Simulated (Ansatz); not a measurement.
Na2Li3⁺. The state is a singlet with charge 1. Geometry B3LYP/def2-TZVP, basis def2-TZVP, Ansatz.

```xyz
5

Li   -2.161   -2.261    0.305
Li   -2.166   -0.222    2.289
Li   -0.052   -0.016    0.038
Na    1.162    2.047   -2.273
Na    3.218    0.452   -0.360
```

| run | HOMO (eV) | LUMO (eV) |
| --- | --- | --- |
| A | -7.01 | -4.52 |
| B | -7.85 | -3.81 |
| C | -6.42 | -4.78 |
| D | -6.53 | -5.08 |
| E | -8.26 | -3.49 |

Another isomer (singlet) lies 0.12 eV lower at PBE0/def2-TZVP; other spin states weren't run for this one.

The runs used CAM-B3LYP, PBE, PBE0, r2SCAN, ωB97M-V. Estimate which is which.

A PBE0 (25 % exact exchange); B CAM-B3LYP (range-separated); C r2SCAN (0 % exact exchange); D PBE (0 % exact exchange); E ωB97M-V (range-separated). Exact exchange lowers occupied and raises empty levels; among semilocal functionals meta-GGAs tend to open the gap a little, and such runs are hard to tell apart. The gap grows from 1.46 eV (PBE) to 4.76 eV (ωB97M-V). The restricted singlet is unstable towards broken spin symmetry in Hartree–Fock (as tested in another run); at PBE0/def2-TZVP, CAM-B3LYP/def2-TZVP, r2SCAN/def2-TZVP, PBE/def2-TZVP and others this wasn't settled.
